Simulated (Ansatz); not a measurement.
CH$_{2}$ (SMILES [CH2]), triplet, at a GFN2-xTB geometry; MP2/def2-SVP (Ansatz, a first-principles code).

Ansatz was given this input:
Ansatz 0.2 input:
```yaml
crystal:
  periodic: [false, false, false]
  atoms:
    - {symbol: C, position_ang: [-0.00086561, 0.10089553, 0.01170220]}
    - {symbol: H, position_ang: [-0.97847113, -0.31231328, -0.02467531]}
    - {symbol: H, position_ang: [0.98366479, -0.29305989, -0.04553788]}
basis:
  gaussian:
    orbitals: def2-SVP
magnetization: {spin_polarized: true, initial_magnetization: 2}
correlation: {method: mp2}
```

Output, abridged:

```
Functional definition: HF
252 factors; integrals over basis functions are off by at most 1.6e-3 eV
mean field evaluation 1: about -1057.7289 eV, gradient 8.5e0 eV
mean field evaluation 2: about -1057.7295 eV, gradient 8.5e0 eV
mean field evaluation 4: about -1058.3454 eV, gradient 8.9e-1 eV
mean field evaluation 8: about -1058.3580 eV, gradient 1.3e-4 eV
mean field -1058.35797696 eV, -38.8939382724 hartree, gradient 2.3e-6 eV, S^2 2.015979; 0 other end points of the search recorded, 0 dependent functions left out
1 core orbitals not correlated
reference -1058.35797696 eV, -38.8939382724 hartree; 4, 2 occupied and 19, 21 virtual orbitals, 252 factors
second order -2.50351520 eV of doubles, -0.00000000 eV of singles
Total energy: -1060.86149216 eV, -38.9859407590 hartree
```
